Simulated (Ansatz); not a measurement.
Born–Oppenheimer molecular dynamics of AlClH₆O₂Si₂ (12 atoms, charge 0, multiplicity 1). It goes on from the last frame of an earlier run, with new velocities.

Theory: Ansatz, RKS PBE/STO-3G.

```json
{"ensemble": "NVE (velocity Verlet)", "time step": "1 fs", "steps asked": "166", "starting velocities drawn for": "3000 K", "seed": "216163"}
```

First frame:

```xyz
12
Properties=species:S:1:pos:R:3
Al -0.086 -1.089 -0.804
Cl 0.039 -1.696 1.255
O 1.244 -0.766 -1.800
Si 2.834 -0.960 -1.181
H 2.883 -2.119 -0.234
H 3.767 -1.304 -2.291
H 3.455 0.181 -0.453
O -1.638 -0.886 -1.411
Si -3.143 -0.914 -0.621
H -3.623 -2.258 -0.445
H -3.053 -0.372 0.737
H -4.012 -0.092 -1.513
```

Question: How far do the bonds stretch over the last three quarters of this one trajectory? (Pairs bonded in most of those frames.)

Answer: 
```
   bond  mean (Å)  spread (Å)  shortest  longest
Al1–Cl2     2.159       0.135      1.95     2.41
 Al1–O3     1.717       0.073      1.61     1.85
 Al1–O8     1.723       0.091      1.57     1.89
 O3–Si4     1.756       0.045      1.67     1.84
 Si4–H5     1.489       0.083      1.35     1.63
 Si4–H6     1.468       0.038      1.40     1.54
 Si4–H7     1.472       0.037      1.40     1.56
 O8–Si9     1.745       0.076      1.63     1.91
Si9–H10     1.489       0.072      1.37     1.62
Si9–H11     1.480       0.045      1.39     1.56
Si9–H12     1.477       0.073      1.36     1.59
```

Mean temperature of the second half: 1623 K. The conserved energy stayed within 2.6 meV per atom of its start (net change 1.5 meV per atom), so the integration is sound. The temperature averaged 0.54 of the 3000 K drawn at the start: a run that starts near a minimum puts about half its kinetic energy into the potential. A run of 0.17 ps of so small a system gives no equilibrium averages. Limits of this set-up: minimal basis.

The run took 7.8 min on 1 thread of Arm Neoverse V2, on a shared host, peak memory 0.11 GiB.
